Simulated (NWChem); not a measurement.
## Dipole moment of H3ClSi

```xyz
5

Si     0.0279    -0.9965     0.0000
Cl    -0.0303     1.0818     0.0000
H      0.7444    -1.4600     1.2180
H      0.7444    -1.4600    -1.2180
H     -1.3644    -1.5191     0.0000
```
Charge 0, spin multiplicity 1.

All runs are NWChem calculations. All single points use one geometry, from B3LYP/def2-SVP, a minimum by its harmonic frequencies.

Basis set: def2-SVPD. The CCSD dipole comes from the Λ equations, without orbital relaxation.

The correlated methods keep 10 core orbitals frozen. B3LYP has NWChem's definition, with VWN1-RPA local correlation. The structure started from a generated list of species. No row is a measurement; the coupled-cluster row has its own basis-set and correlation limits.

Question: Order these methods by the dipole moment they give, lowest first: PBE0, HF, PBE.

Answer: PBE (1.36 D), PBE0 (1.45 D), HF (1.60 D)
